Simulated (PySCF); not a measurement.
**Telling isomers of C6H16OP2 apart by NMR**

Method: σ from GIAO-PBE0/pcSseg-1, coordinates at the GFN2-xTB level, in PySCF 2.14 (rapidly exchanging positions averaged, one conformer, no solvent, non-relativistic).

Scale: $^{1}$H and $^{13}$C vs TMS (reference shieldings calculated alike). Splittings of carbon signals by F and P are missing where no couplings were computed. Where no couplings were computed, multiplicities follow the n + 1 count of equivalent neighbours, and m marks all less simple cases (inequivalent or close neighbours, rings, F or P nearby). Shifts are as computed. Against solution values, carbons near 30 ppm lie about +3 ppm off and those near 130 ppm about +5 ppm. Of 1211 compounds with measured shifts, 218 miss one by over three times the rms of a fit or turn the order of signals round; such compounds aren't used in these exercises.

(1) Tabulate the signals of `CC(C)[P@@](C)(=O)P(C)C`, `CP(C)[P@@H](=O)C(C)(C)C` and their relative energies.

(2) What is the quickest way to tell CC(C)[P@@](C)(=O)P(C)C from CP(C)[P@@H](=O)C(C)(C)C?

Answers

(1) 
```json
{"SMILES": "CC(C)[P@@](C)(=O)P(C)C", "carbon types": "1×CH 5×CH3", "δC": "34.2, 17.8, 15.6, 11.6, 7.7", "δH": "1.71 (m, 1H), 1.33 (m, 3H), 1.22 (m, 6H), 1.16 (m, 3H), 1.01 (m, 3H)", "E rel. (kcal/mol)": "0.0"}
{"SMILES": "CP(C)[P@@H](=O)C(C)(C)C", "carbon types": "1×C 5×CH3", "δC": "37.1, 24.3, 9.1", "δH": "6.78 (m, 1H), 1.28 (m, 6H), 1.11 (m, 9H)", "E rel. (kcal/mol)": "9.2"}
```

Energies are electronic energies at PBE0/pcSseg-1 on these geometries, without zero-point or thermal terms, each for the one conformer computed, which needn't be the lowest.

(2) Count the carbon signals: 5 against 3. The first has an sp3 CH bonded to P at 34.2 ppm, the second a fully substituted sp3 carbon bonded to P (C) at 37.1 ppm. In the proton spectra the most deshielded non-exchanging signals are 1.71 (m, 1H) and 6.78 (m, 1H).
